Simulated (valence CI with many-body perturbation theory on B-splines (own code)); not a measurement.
# Energy levels of Pd XV

Calculated by configuration interaction combined with many-body perturbation theory (CI+MBPT): four valence electrons over a frozen Dirac-Fock core [Ar] 3d10, radial functions for each j: 11 s, 11 p, 10 d, 8 f, 5 g, 2 h, with the one-electron correlation potential Σ1 (screened to all orders), the two-electron term Σ2, the three-electron term Σ3, Breit, model QED; selected single and double excitations, second order for the rest, scaled by the run's own slope (own B-spline code, finite nucleus).

No measured levels were compared; by estimate levels hold to about 250 cm⁻¹ or 0.2 % of their energy and the worst to 1 %, as in measured heavy ions of charge 2 to 7; those with d or f electrons hold less well. Among the levels kept, up to 560 cm⁻¹ of a level comes from second order outside the variational space, and about a tenth of that is noise between levels of different J, which matters for small intervals.

Levels 136 to 180 of 180, with energies above the lowest level, 4s2 4p2 3P_0. "Leading %" is the weight of the configuration and term that name the level; weights of strongly mixed levels are sums over their largest components and can fall short. In the jj column 3d3/2^4 stands for four electrons in 3d with j = 3/2. Lifetimes count E1, E2, E3, M1 and M2 decay at the calculated energies, and are blank where another channel may lead or the interval is too uncertain; long ones can be off by a factor of two.

```csv
No.,Configuration,Term,J,E (eV),Leading %,Leading jj,Lifetime
136,4p3 4d,3P°,2,154.45,28,4p1/2 4p3/2^2 4d5/2 (57 %),16.1 ps
137,4s2 4p 5p,3D,1,154.76,66,4s^2 4p1/2 5p1/2 (96 %),10.1 ps
138,4p3 4d,3P°,1,154.97,37,4p1/2 4p3/2^2 4d5/2 (49 %),9.79 ps
139,4p3 4d,3P°,2,155.08,38,4p1/2 4p3/2^2 4d5/2 (48 %),10.0 ps
140,4p3 4d,3S°,1,155.68,48,4p1/2 4p3/2^2 4d3/2 (46 %),6.88 ps
141,4p3 4d,3D°,3,155.99,47,4p1/2 4p3/2^2 4d5/2 (68 %),18.4 ps
142,4s 4p 4d2,5G°,2,156.08,64,4s 4p1/2 4d3/2^2 (45 %),125 ps
143,4p3 4d,3D°,3,156.78,40,4p1/2 4p3/2^2 4d3/2 (31 %),6.17 ps
144,4s2 4p 5p,3P,0,156.87,81,4s^2 4p1/2 5p1/2 (92 %),10.6 ps
145,4s 4p 4d2,5G°,3,156.99,65,4s 4p1/2 4d3/2 4d5/2 (35 %),134 ps
146,4p3 4d,3F°,4,157.05,58,4p3/2^3 4d5/2 (74 %),36.4 ps
147,4s2 4p 5p,3P,1,157.98,45,4s^2 4p1/2 5p3/2 (94 %),10.6 ps
148,4s2 4p 5p,3D,2,158.21,68,4s^2 4p1/2 5p3/2 (92 %),10.8 ps
149,4p3 4d,3P°,2,158.26,46,4p3/2^3 4d5/2 (46 %),15.3 ps
150,4s 4p 4d2,5G°,4,158.35,66,4s 4p1/2 4d3/2 4d5/2 (39 %),172 ps
151,4p3 4d,1D°,2,158.88,28,4p1/2 4p3/2^2 4d5/2 (42 %),7.56 ps
152,4p3 4d,3P°,1,159.14,49,4p1/2 4p3/2^2 4d3/2 (27 %),6.70 ps
153,4p3 4d,3P°,0,159.55,80,4p3/2^3 4d3/2 (70 %),5.55 ps
154,4s 4p 4d2,5G°,5,160.17,67,4s 4p3/2 4d3/2 4d5/2 (32 %),166 ps
155,4p3 4d,3D°,1,160.75,50,4p3/2^3 4d3/2 (34 %),5.27 ps
156,4s 4p2 4f,5D°,4,160.98,37,4s 4p1/2^2 4f7/2 (40 %),15.7 ps
157,4p3 4d,1F°,3,161.00,28,4p3/2^3 4d5/2 (32 %),17.2 ps
158,4p3 4d,1F°,3,161.39,13,4p3/2^3 4d5/2 (34 %),17.9 ps
159,4s 4p2 4f,5G°,2,161.59,11,4s 4p1/2 4d3/2 4d5/2 (40 %),11.1 ps
160,4s2 4p 5p,3P,1,161.82,48,4s^2 4p3/2 5p1/2 (83 %),10.3 ps
161,4p3 4d,1D°,2,162.34,27,4p3/2^3 4d3/2 (39 %),6.62 ps
162,4s 4p 4d2,5G°,6,162.41,58,4s 4p3/2 4d5/2^2 (38 %),987 ps
163,4s 4p2 4f,3G°,3,162.43,19,4s 4p1/2^2 4f7/2 (23 %),11.7 ps
164,4s 4p 4d2,5D°,1,162.43,66,4s 4p1/2 4d3/2 4d5/2 (57 %),15.0 ps
165,4s2 4p 5p,3P,2,162.45,45,4s^2 4p3/2 5p1/2 (86 %),10.7 ps
166,4s 4p 4d2,5D°,0,162.61,93,4s 4p1/2 4d3/2^2 (37 %),14.3 ps
167,4s 4p2 4f,5G°,2,162.79,42,4s 4p1/2^2 4f5/2 (24 %),8.36 ps
168,4p3 4d,1F°,3,163.03,38,4p3/2^3 4d3/2 (32 %),5.86 ps
169,4s 4p 4d2,3H°,4,163.24,18,4s 4p1/2 4p3/2 4f7/2 (30 %),35.3 ps
170,4s2 4p 5p,3D,3,163.89,96,4s^2 4p3/2 5p3/2 (96 %),10.2 ps
171,4s 4p 4d2,5F°,1,164.10,42,4s 4p1/2 4d3/2 4d5/2 (28 %),7.59 ps
172,4s 4p 4d2,3H°,4,164.19,30,4s 4p1/2 4d3/2 4d5/2 (30 %),17.1 ps
173,4s 4p2 4f,5G°,3,164.22,26,4s 4p1/2 4p3/2 4f5/2 (33 %),10.4 ps
174,4s 4p 4d2,3H°,5,164.25,24,4s 4p1/2 4d3/2 4d5/2 (41 %),39.4 ps
175,4s2 4p 5p,3S,1,164.33,68,4s^2 4p3/2 5p3/2 (81 %),10.6 ps
176,4s 4p 4d2,3F°,2,164.41,35,4s 4p1/2 4d5/2^2 (22 %),17.3 ps
177,4s 4p 4d2,5D°,2,164.64,28,4s 4p1/2 4d3/2 4d5/2 (30 %),7.77 ps
178,4s 4p2 4f,5D°,3,164.83,20,4s 4p1/2 4p3/2 4f7/2 (36 %),13.4 ps
179,4s 4p 4d2,5P°,1,164.94,67,4s 4p1/2 4d3/2 4d5/2 (41 %),9.61 ps
180,4s 4p2 4f,5G°,5,165.20,27,4s 4p1/2 4p3/2 4f7/2 (53 %),10.2 ps
```

Names give the largest LS component (configuration and term), which can be under half, so a name can repeat, a term be missing and a line seem to break the LS rules; names also repeat where a configuration has a term twice.

Where two levels of one J and parity lie close, their mixing, g and order are uncertain.
